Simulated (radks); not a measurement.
The numbers below are computed, except where a source is named.
Valence configurations of In (all share [Kr]). Level of theory: Dirac Kohn-Sham, PBE, spin-unpolarised, spherical densities, finite nucleus; open shells are shared between the two j in proportion to 2j + 1; Fermi nuclear charge, rms radius 4.6156 fm (a radial shooting solver on a logarithmic mesh with Libxc functionals). Energies are relative to 4d10 5s2 5p1; eigenvalues in eV.

| valence | E (eV) | e(4d3/2) | e(4d5/2) | e(5p1/2) | e(5p3/2) | e(5s1/2) |
|---|---|---|---|---|---|---|
| 4d10 5s2 5p1 | 0.000 | -19.131 | -18.271 | -2.726 | -2.427 | -8.207 |
| 4d10 5s1.5 5p1.5 | 2.878 | -19.961 | -19.099 | -3.103 | -2.782 | -8.720 |
| 4d10 5s1 5p2 | 5.828 | -20.746 | -19.881 | -3.453 | -3.113 | -9.193 |
| 4d9.5 5s2 5p1.5 | 8.594 | -21.941 | -21.055 | -3.360 | -3.002 | -9.262 |
| 4d9.5 5s1.5 5p2 | 11.698 | -22.709 | -21.821 | -3.705 | -3.327 | -9.724 |
| 4d10 5p3 | 11.920 | -22.210 | -21.340 | -4.091 | -3.716 | - |
| 4d9 5s2 5p2 | 18.287 | -24.718 | -23.806 | -3.964 | -3.549 | -10.257 |
| 4d9 5s1.5 5p2.5 | 21.602 | -25.439 | -24.525 | -4.285 | -3.851 | -10.682 |
| 4d8 5s2 5p3 | 40.971 | -30.227 | -29.263 | -5.115 | -4.586 | -12.126 |
| 4d8 5s1.5 5p3.5 | 44.677 | -30.880 | -29.913 | -5.401 | -4.857 | -12.499 |

NIST lists [Kr] 4d10 5s2 5p1 as the ground configuration; this level of theory agrees among the configurations tried. The energies are those of spherical spin-averaged densities, not of single terms.
